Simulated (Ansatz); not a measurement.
A structure relaxed at PBE-D4/def2-SVP in Ansatz, charge 0, singlet:

```xyz
16

B     0.2438    1.6622    1.0659
B    -0.3275   -0.0023    0.9371
B     1.2088    0.2200    0.1961
B     0.7232    0.3976   -1.5655
B    -1.5721   -0.6842   -0.0282
B    -1.1421    0.0961   -1.4845
B     0.0683   -0.8265   -0.7391
B     1.2038   -0.7506    1.6548
Sb   -1.5626    2.0422   -2.4148
Sb    0.3718    0.6305    3.1724
Sb   -1.9736    1.7325    0.4941
Sb    2.1407    2.3109    0.0819
Sb   -1.9187   -2.8447    0.7248
Sb    0.3334   -3.1031   -1.0648
Sb    0.8747   -3.0360    1.7133
Sb    1.3281    2.1554   -2.7435
```

**Question.** Give its formula.

**Answer.** B₈Sb₈ (the lowest singlet isomer of a short search).

**Question.** Summarise the bond lengths by kind (pairs closer than 1.2 times the sum of covalent radii, bridged metal pairs left out).

**Answer.** 14 × B–B 1.62 to 1.94 Å; 13 × B–Sb 2.20 to 2.50 Å; 6 × Sb–Sb 2.83 to 2.97 Å.

In the def2 sets Sb takes a core potential; there is no spin–orbit coupling. The restricted singlet is unstable towards broken spin symmetry in Hartree–Fock (as tested in another run); at PBE-D4/def2-SVP this wasn't settled. The structure comes from a short search, and lower isomers may exist.
